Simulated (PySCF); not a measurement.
PBE0-D3(BJ)/def2-TZVP geometry optimisation, gas phase with PySCF 2.14 and geomeTRIC: MnF4, charge 0, multiplicity 4. Start (model start, shaken):

```
5

Mn    0.0000    0.0045   -0.0041
F     0.9739    0.9805    0.9724
F    -0.9864   -0.9672    0.9799
F    -0.9966    0.9946   -0.9819
F     0.9889   -1.0012   -0.9877
```

```json
{"step": "0", "E − E(start) / kcal mol⁻¹": "0.00", "largest force / Eh bohr⁻¹": "0.02240"}
{"step": "1", "E − E(start) / kcal mol⁻¹": "-6.46", "largest force / Eh bohr⁻¹": "0.00681"}
{"step": "2", "E − E(start) / kcal mol⁻¹": "-8.57", "largest force / Eh bohr⁻¹": "0.00803"}
{"step": "3", "E − E(start) / kcal mol⁻¹": "-8.65", "largest force / Eh bohr⁻¹": "0.00300"}
{"step": "4", "E − E(start) / kcal mol⁻¹": "-8.71", "largest force / Eh bohr⁻¹": "0.00207"}
{"step": "5", "E − E(start) / kcal mol⁻¹": "-8.82", "largest force / Eh bohr⁻¹": "0.01290"}
{"step": "6", "E − E(start) / kcal mol⁻¹": "-8.92", "largest force / Eh bohr⁻¹": "0.00802"}
{"step": "7", "E − E(start) / kcal mol⁻¹": "-9.12", "largest force / Eh bohr⁻¹": "0.00152"}
{"step": "8", "E − E(start) / kcal mol⁻¹": "-9.14", "largest force / Eh bohr⁻¹": "0.00133"}
{"step": "9", "E − E(start) / kcal mol⁻¹": "-9.18", "largest force / Eh bohr⁻¹": "0.00076"}
{"step": "10", "E − E(start) / kcal mol⁻¹": "-9.19", "largest force / Eh bohr⁻¹": "0.00062"}
{"step": "11", "E − E(start) / kcal mol⁻¹": "-9.19", "largest force / Eh bohr⁻¹": "0.00036"}
```

The optimisation met its thresholds. End point:

```
5

Mn   -0.0039   -0.0004    0.1115
F     1.3270    0.8174    0.8128
F    -1.3404   -0.8037    0.8196
F    -0.9044    1.0182   -0.8852
F     0.9015   -1.0204   -0.8802
```

Metal–donor distances, start → end: F2 1.690 → 1.712 Å, F3 1.699 → 1.713 Å, F4 1.712 → 1.686 Å, F5 1.720 → 1.686 Å.

No frequencies were computed, so the end point may be a saddle point.

The job took 3 min on one thread of Arm Neoverse V1 (shared host), with 169 basis functions and a peak of 0.61 GiB, launched as `OMP_NUM_THREADS=1 python lf_run.py task.json out`.
